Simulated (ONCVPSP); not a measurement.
# aluminium (Al): excitation energies, all-electron against ONCV

aluminium, optimised norm-conserving Vanderbilt (ONCV), made with ONCVPSP 4.0.1 (PBEsol, scalar-relativistic). Core [Ne], reference 3s2 3p1. Waves: 3s: rc 1.45 bohr, ncon 3, nbas 7, qcut 4.8 1/bohr, 2 projectors, debl 3.4 Ha; 3p: rc 2.70 bohr, ncon 4, nbas 8, qcut 3 1/bohr, 1 projector; d scattering state at 0.31 Ha: rc 2.45 bohr, ncon 4, nbas 9, qcut 4.5 1/bohr, 2 projectors, debl 2.7 Ha. Local part: polynomial inside 1.40 bohr (lpopt 5, dvloc0 0 Ha). Core correction: Teter function, fcfact 4.5, rcfact 1.4.

Energies are relative to the spin-unpolarised reference configuration 3s2 3p1; without spin polarisation the order of configurations can differ from experiment.

```json
{"valence configuration": "3s1 3p0", "charge": "+2", "ΔE all-electron (eV)": "24.907", "error AE − PS (meV)": "-31"}
{"valence configuration": "3s2 3p0.5", "charge": "+0.5", "ΔE all-electron (eV)": "2.074", "error AE − PS (meV)": "+0.3"}
{"valence configuration": "3s1 3p2", "charge": "0", "ΔE all-electron (eV)": "5.119", "error AE − PS (meV)": "-5.3"}
```

(1) What are ΔE and the potential's error for 3s2 3p0?

Levels in the configuration 3s1 3p2:

```tsv
level	all-electron (eV)	pseudo (eV)
3s	-8.531	-8.540
3p	-3.324	-3.324
```

Note: ghosts flagged at negative energy: s at -95.6 eV; no localised positive-energy state flagged. A true bound ghost makes a file unfit for plane-wave use.

## Answers

(1) ΔE = 5.736 eV all-electron; the error (AE − PS) is +0.7 meV.
